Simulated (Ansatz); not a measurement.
Compare A (`CC(=S)[SiH2]O`) with its isomer B (`[SiH3]C1(S)CO1`).

Isolated molecules relaxed with PBE0-D4/def2-TZVP in Ansatz; ΔE leaves out vibrations. CCSD(T)/CBS adds triple-zeta CCSD(T) − MP2 to the extrapolated MP2 energy (def2 sets, frozen cores). Functionals use def2-TZVPP. Each species was taken in one conformer, which may not be the lowest.

**Question.** Which is lower in electronic energy at CCSD(T)/CBS, and by how much? (Best estimate.)

**Answer.** Ansatz gave: A, by 60.0 kcal/mol.

**Question.** Give E(B) − E(A) in kcal/mol with B2PLYP, CCSD/def2-TZVPP, LDA (SPW92), PBE0-D4, HF/def2-TZVPP, MP2/def2-TZVPP, r2SCAN-D4. (An estimate is asked.)

**Answer.** The calculation gave: B2PLYP 60.1, CCSD/def2-TZVPP 58.7, LDA (SPW92) 53.4, PBE0-D4 54.8, HF/def2-TZVPP 61.5, MP2/def2-TZVPP 59.7, r2SCAN-D4 57.1. None reverses the order clearly.

**Question.** Does the order hold for the free energy at 298.15 K (harmonic terms from PBE0-D4)? (Estimate.)

**Answer.** Ansatz gave: Yes: G(B) − G(A) = +57.7 kcal/mol, for one conformer each. Modes under 60 cm⁻¹, often nearly free rotors, make the harmonic entropy too high.

Largest T1 diagnostic: 0.015.

Leaving LDA and LC-ωPBE aside and taking each functional with its dispersion term where it has one, the values, not all of them listed here, spread over 7.3 kcal/mol, from revPBE-D4 to BHLYP-D4. From PBE to PBE0 (25 % exact exchange), in def2-TZVPP and without D4, E(B) − E(A) moves by +0.8 kcal/mol.
